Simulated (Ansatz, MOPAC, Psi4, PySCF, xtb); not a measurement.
Dimer: C2H4 (SMILES C=C) (first 6 atoms) with CH3NO (SMILES NC=O); geometry from B3LYP-D3(BJ)/def2-TZVP, rigid monomers moved along the line of their centres of mass till C1···H10 is 4.50 Å.
(charge 0, multiplicity 1):
```tsv
atom	x (Å)	y (Å)	z (Å)
C	0.4519	0.4774	0.7391
C	-0.4232	-0.5141	0.6331
H	1.2096	0.4683	1.5133
H	0.4487	1.3184	0.0556
H	-1.1806	-0.5278	-0.1418
H	-0.3974	-1.3525	1.3186
N	-1.0364	0.3432	5.9914
C	-0.1479	-0.5020	6.5631
O	0.6727	-1.1610	5.9609
H	-1.0408	0.4537	4.9872
H	-1.6911	0.8590	6.5517
H	-0.2420	-0.5373	7.6641
```

| level | interaction energy (meV) | cost |
|---|---|---|
| GFN-FF | -37.3 | - |
| PM3 | -5.2 | - |
| PM6 | -9.7 | - |
| GFN1-xTB | -10.4 | - |
| GFN2-xTB | -19.4 | - |
| HF/STO-3G (no counterpoise) | -6.0 | - |
| HF/aug-cc-pVDZ | -22.0 | - |
| PBE/def2-TZVPPD | -21.3 | ×1 |
| PBE-D4/def2-TZVPPD | -27.9 | ×1 |
| r2SCAN/def2-TZVPPD | -21.0 | ×2 |
| r2SCAN-D3(BJ)/def2-TZVPPD | -27.2 | ×2 |
| r2SCAN-D4/def2-TZVPPD | -26.6 | ×2 |
| B3LYP/3-21G (no counterpoise) | -16.3 | - |
| B3LYP/6-31G* | -15.0 | - |
| PBE0-D4/def2-TZVPPD | -28.3 | ×1 |
| MP2/6-31G* | -19.3 | - |
| MP2/6-31G* (no counterpoise) | -21.3 | - |
| MP2/aug-cc-pVDZ | -26.0 | - |
| CCSD(T)/aug-cc-pVDZ | -25.3 | ×20 |
| SAPT0/jun-cc-pV(D+d)Z | -26.9 | - |

The rows run from -37.3 (GFN-FF) to -5.2 meV (PM3). In aug-cc-pVDZ the value moves HF -22.0, MP2 -26.0, CCSD(T) -25.3, a shift of -3.3 from HF to CCSD(T). The dispersion term adds -6.7 in PBE-D4, -6.2 in r2SCAN-D3(BJ), -5.6 in r2SCAN-D4.

Counterpoise-corrected where a basis set is named; no monomer relaxation. Rows marked so take none.

Cores are frozen in the correlated methods. Rows in 3-21G, 6-31G*, STO-3G carry no dispersion term and start afresh at each structure (6-31G* with six Cartesian d functions). MP2/6-31G* freezes PySCF's default core. The state that PM3, PM6 reach isn't checked.

Programs: Ansatz (a quantum-chemistry and plane-wave program) with Gaussian orbitals; MOPAC for PM3, PM6 (differences of heats of formation); Psi4 for SAPT; PySCF for 3-21G rows, 6-31G* rows, STO-3G rows, the dispersion terms; xtb for the GFN methods. 

Costs are rough ratios of core time to PBE/def2-TZVPPD (about 10 s over the structures, on one shared machine); a dash marks a level with no comparable run of its own.
